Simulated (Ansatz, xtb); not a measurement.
Relaxing a trial structure of C4H11AlO

The starting geometry of this gas-phase singlet was built from a drawn formula by distance geometry and a force field; its bonds are those of `CO[C@@H](C)[AlH][CH3]`.

```yaml
atoms:
  - { symbol: C, position_ang: [-1.6293, -1.5761, 1.3139] }
  - { symbol: C, position_ang: [0.6046, -0.9839, 1.2315] }
  - { symbol: C, position_ang: [1.1689, -1.0494, -0.2190] }
  - { symbol: C, position_ang: [3.2650, 1.2534, 1.4637] }
  - { symbol: Al, position_ang: [1.7537, 0.2575, 2.3164] }
  - { symbol: O, position_ang: [-0.7189, -0.5173, 1.2511] }
  - { symbol: H, position_ang: [-1.4976, -2.2925, 0.4707] }
  - { symbol: H, position_ang: [-2.6459, -1.1936, 1.2170] }
  - { symbol: H, position_ang: [-1.5120, -2.1291, 2.2591] }
  - { symbol: H, position_ang: [0.7652, -2.0000, 1.7341] }
  - { symbol: H, position_ang: [1.0480, -0.0461, -0.7099] }
  - { symbol: H, position_ang: [0.5696, -1.7675, -0.8028] }
  - { symbol: H, position_ang: [2.2307, -1.3739, -0.1979] }
  - { symbol: H, position_ang: [1.3859, 0.5085, 3.8511] }
  - { symbol: H, position_ang: [2.9215, 1.8926, 0.6596] }
  - { symbol: H, position_ang: [3.7192, 1.8698, 2.2245] }
  - { symbol: H, position_ang: [4.0147, 0.5001, 1.0602] }
```

Question: Where would you expect an optimisation with r2SCAN-D4/def2-SVP to take it?

Answer: A new bond forms, giving a structure given below by its coordinates. Contacts that close: Al5–O6 (2.80 → 1.96 Å).

The energy falls by 0.71 eV over 27 steps:

```
step  E − E(last) (eV)
   1             0.707
   4             0.438
   7             0.319
  10             0.062
  13             0.014
  15             0.007
  18             0.004
  21             0.001
  24             0.000
  27             0.000
```

Final geometry (Å):

```xyz
17

C    -1.2797   -0.8982    1.5552
C     1.0933   -1.5182    0.9855
C     1.3408   -1.6649   -0.4912
C     2.6164    1.4971    1.6215
Al    1.6694   -0.1029    2.2339
O     0.0278   -0.4536    1.2297
H    -1.6934   -1.4818    0.7165
H    -1.9045   -0.0089    1.7233
H    -1.2736   -1.5183    2.4690
H     0.7148   -2.4498    1.4418
H     1.6973   -0.7262   -0.9436
H     0.4482   -1.9994   -1.0524
H     2.1272   -2.4224   -0.6438
H     1.3924   -0.4017    3.7776
H     2.5652    1.6264    0.5273
H     2.2151    2.4169    2.0817
H     3.6869    1.4583    1.8914
```

From the same start GFN2-xTB reaches the same bonding as this run.

The end wasn't checked by frequencies. Run with Ansatz 0.2.0, 5.3 min on 2 threads of Intel(R) Xeon(R) Processor @ 2.50GHz (Skylake/Cascade Lake) (shared host).
